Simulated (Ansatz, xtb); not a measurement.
## Relative energy of two structures of GeHO2P

We compare a, a singlet given by its coordinates, with b, `[O]1P[O][Ge]1`, a singlet. Both are isolated molecules in the gas phase, relaxed with PBE0-D3(BJ)/def2-SVP.

a (Å):

```xyz
5

Ge    1.1057    0.1193   -0.4041
O    -0.7955    0.9018   -0.6327
O     0.7601    1.5519    1.0476
P    -0.6484    1.9353    0.5172
H     0.5445   -1.0240    0.5577
```

Close contacts (Å): Ge1–O2 2.07, Ge1–O3 2.07, O2–P4 1.55, O3–P4 1.55, Ge1–H5 1.60.

b (Å):

```xyz
5

Ge    0.4658    1.3369    0.1055
O    -1.2073    0.5900   -0.0156
O     0.9034   -0.3202   -0.5534
P    -0.6834   -0.8351   -0.7283
H    -0.7605   -1.6979    0.4286
```

Estimate E(b) − E(a) at the level CCSD(T)/def2-TZVP.

Calculated at CCSD(T)/def2-TZVP: E(b) − E(a) = −0.174 eV, so structure b lies lower.

Level by level:

```tsv
level	geometry	E(b) − E(a) (eV)	departure from the last row (eV)	job, with rough time for the two
PBE0-D3(BJ)/def2-SVP	PBE0-D3(BJ)/def2-SVP	−0.324	−0.150	optimisation, 33 s
HF/def2-TZVP	PBE0-D3(BJ)/def2-SVP	−0.324	−0.150	part of the CCSD(T) run
MP2/def2-TZVP	PBE0-D3(BJ)/def2-SVP	−0.159	+0.015	part of the CCSD(T) run
CCSD(T)/def2-TZVP	PBE0-D3(BJ)/def2-SVP	−0.174		single point, 2.4 min
```

The levels shown agree on the order. The largest departure from CCSD(T)/def2-TZVP is that of HF/def2-TZVP, 0.150 eV. Levels run at GFN2-xTB geometries aren't shown.

With harmonic frequencies from PBE0-D3(BJ)/def2-SVP (ideal gas, rigid rotor, one conformer each, 298.15 K, 1 atm): on the last row, ΔE + ΔZPE = −0.122, ΔH = −0.135, ΔG = −0.109 eV.

The correlated steps freeze 16 core orbitals; the filled d shell of Ge is correlated, in a basis made for valence electrons. Codes used: Ansatz 0.2.0; the last row on 1 thread of Arm Neoverse V1 on a shared host.
